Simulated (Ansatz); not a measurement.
Species: sum formula AlN$_{2}$H$_{4}$Br, charge 0, multiplicity 1. 
Structure (B3LYP-D3(BJ)/def2-TZVP (Ansatz, an electronic-structure program) minimum search):
```
Al
N 1 1.7611
H 2 1.0072 1 125.73
H 2 1.0072 3 110.63 1 -180.00
N 1 1.7611 2 123.37 3 0.00
H 5 1.0072 1 125.73 2 0.00
H 5 1.0072 6 110.63 1 180.00
Br 1 2.2672 2 118.31 3 -180.00
```
Charge 0, spin multiplicity 1.

Quantity: vertical ionisation energy (to the doublet state of charge +1; each state is the SCF solution reached for its spin; the UHF <S^2> is 0.91 for the doublet (pure: 0.75); for the doublet the Hartree-Fock reference is unstable and T1 is 0.027), in eV. Correlated levels leave the core frozen unless marked. UHF or UKS for open shells. Spin-orbit coupling is left out. The frozen core is the preceding noble-gas configuration, with the filled d and f shells of earlier blocks. Non-relativistic.  The program attaches cautions to a run behind CCSD/def2-TZVPPD: other roots. The program attaches cautions to a run behind CCSD(T)/def2-SVPD: other roots. The program attaches cautions to a run behind CCSD(T)/def2-QZVPPD: other roots.

| level | program | vertical ionisation energy (eV) |
|---|---|---|
| RI-HF/def2-TZVPPD | Ansatz | 8.58 |
| SVWN5/def2-TZVPD | Ansatz | 9.25 |
| PBE/def2-TZVPD | Ansatz | 9.02 |
| r2SCAN/def2-TZVPD | Ansatz | 9.15 |
| B3LYP/def2-TZVPD | Ansatz | 9.37 |
| PBE0/def2-TZVPD | Ansatz | 9.38 |
| BHLYP/def2-TZVPD | Ansatz | 9.54 |
| CAM-B3LYP/def2-TZVPD | Ansatz | 9.68 |
| B2PLYP/def2-TZVPD | Ansatz | 9.55 |
| RI-MP2/def2-TZVPPD | Ansatz | 10.14 |
| RI-MP2/def2-QZVPPD | Ansatz | 10.22 |
| CCSD/def2-TZVPPD | Ansatz | 9.81 |
| CCSD(T)/def2-SVPD | Ansatz | 9.72 |
| CCSD(T)/def2-QZVPPD | Ansatz | 9.87 |
